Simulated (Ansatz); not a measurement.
Start from `C[O][In]([NH2])[F]` and change one atom or group to get `[NH2][In]([F])[F]`.

Ansatz, PBE0-D4/def2-TZVP geometries, multiplicity 1. Each molecule was computed in one conformer, which needn't be the lowest.

Elements past krypton have def2 core potentials.

```csv
property,`C[O][In]([NH2])[F]`
HOMO energy (ωB97M-V/def2-TZVPP) / eV,-10.06
LUMO energy (PBE/def2-TZVPP) / eV,-2.65
HOMO energy (PBE0/def2-TZVPP) / eV,-7.67
HOMO–LUMO gap (B3LYP/def2-TZVPP) / eV,5.34
LUMO energy (PBE0/def2-TZVPP) / eV,-1.75
zero-point energy (PBE0-D4/def2-TZVP) / kJ/mol,178.9
```

Question: Give the same properties after the change, and the shifts. (Estimate.)

Answer: Ansatz gave: 
| property | `[NH2][In]([F])[F]` | shift |
| --- | --- | --- |
| HOMO energy (ωB97M-V/def2-TZVPP) / eV | -10.77 | -0.71 |
| LUMO energy (PBE/def2-TZVPP) / eV | -3.17 | -0.52 |
| HOMO energy (PBE0/def2-TZVPP) / eV | -8.41 | -0.74 |
| HOMO–LUMO gap (B3LYP/def2-TZVPP) / eV | 5.55 | 0.21 |
| LUMO energy (PBE0/def2-TZVPP) / eV | -2.25 | -0.50 |
| zero-point energy (PBE0-D4/def2-TZVP) / kJ/mol | 75.3 | -103.6 |

With PBE0 the HOMO falls by 0.74 eV and the LUMO falls by 0.50 eV, so the gap widens by about 0.24 eV. PBE moves the HOMO by -0.82 eV and ωB97M-V by -0.71 eV. The zero-point energy changes by -103.6 kJ/mol with -12 modes.

B3LYP here is the variant with VWN-RPA as its local correlation; programs differ in this.
